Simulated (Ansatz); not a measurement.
Reaction R1 → P1 + P2, each structure at its B3LYP-D3(BJ)/def2-TZVP stationary point, reached from a drawn start (curvature not checked).
R1, Cl4MoO (SMILES [O]=[Mo]([Cl])([Cl])([Cl])[Cl]) (charge 0, multiplicity 1):
```xyz
6

Mo     0.102    -0.001     0.000
Cl    -0.463     0.009     2.228
Cl    -0.465    -0.003    -2.228
O      1.753    -0.012    -0.001
Cl    -0.449     2.231    -0.006
Cl    -0.479    -2.225     0.006
```
P1, Cl3MoO (SMILES [O]=[Mo]([Cl])([Cl])[Cl]) (charge 0, multiplicity 2):
| atom | x (Å) | y (Å) | z (Å) |
|---|---|---|---|
| Mo | 0.0159 | 0.1489 | 0.1494 |
| O | 1.1323 | 1.0111 | 1.0246 |
| Cl | 1.2632 | -1.1881 | -1.1826 |
| Cl | -1.1950 | 1.3564 | -1.3324 |
| Cl | -1.2163 | -1.3283 | 1.3410 |
P2: Cl atom, charge 0, multiplicity 2.

P less R. No zero-point or thermal terms; singlets are restricted closed shells; open shells are unrestricted; no spin–orbit coupling. The spin states of the d-block species are the ones drawn and need not be the lowest.

Cores are frozen in the correlated methods.

Run with Ansatz (Gaussian basis) for Hartree–Fock, density functionals and correlated methods. No computed number here is a measurement. Elements past Kr take the def2 small-core potentials, without spin–orbit coupling.

### Question
What is the computed reaction energy (CCSD(T)/def2-TZVPP)?

### Answer
1.87 eV

### Question
Give the reaction energy at the level CCSD/def2-SVP.

### Answer
1.30 eV

### Question
Estimate the reaction energy that revPBE/def2-TZVPP returns for this input.

### Answer
2.32 eV

Doubts at one or more of the structures used: a spin-contaminated determinant (CCSD/def2-SVP).

Ansatz is a quantum-chemistry and plane-wave program.
